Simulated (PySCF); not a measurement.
Isomers of C5H3N3S, one GFN2-xTB conformer each. Single-point energies are computed at PBE0/pcSseg-1 (PySCF, gas phase, no added dispersion term), electronic only.

```csv
SMILES,GFN2-xTB relative energy (kJ/mol)
N#C/C=C/c1cnsn1,0.0
[H]/N=C\c1nscc1C#N,37.6
```

Conformers: `[N:1]#[C:2]/[CH:3]=[CH:4]/[c:5]1[cH:6][n:7][s:8][n:9]1` with C3–C4–C5–C6 180°; `[H]/[N:9]=[CH:8]\[c:7]1[c:3]([C:2]#[N:1])[cH:4][s:5][n:6]1` with N6–C7–C8–N9 0°.

Q: What does PBE0/pcSseg-1 give for the same structures?

A: 
```
            SMILES  PBE0/pcSseg-1 E (Eh)  PBE0/pcSseg-1 (kJ/mol)  GFN2-xTB (kJ/mol)  point group
[H]/N=C\c1nscc1C#N            -754.11737                     0.0               37.6           Cs
   N#C/C=C/c1cnsn1            -754.11575                     4.3                0.0           Cs
```

GFN2-xTB puts N#C/C=C/c1cnsn1 lowest instead. As drawn, the lower has a C=N bond and an N–H bond, which the higher lacks; the higher has a C=C bond outside aromatic rings, which the lower lacks. Neighbours under 10 kJ/mol apart ([H]/N=C\c1nscc1C#N and N#C/C=C/c1cnsn1) can change places with a better method, another conformer or zero-point energy.

Q: Which frontier levels, dipoles and rotational constants go with these structures?

A: 
| SMILES | HOMO (eV, PBE0/pcSseg-1) | LUMO (eV) | dipole (D) | A, B, C (MHz) |
| --- | --- | --- | --- | --- |
| [H]/N=C\c1nscc1C#N | -8.06 | -2.50 | 4.75 | 1730, 1475, 796.1 |
| N#C/C=C/c1cnsn1 | -7.76 | -2.88 | 3.36 | 6330, 625.5, 569.2 |
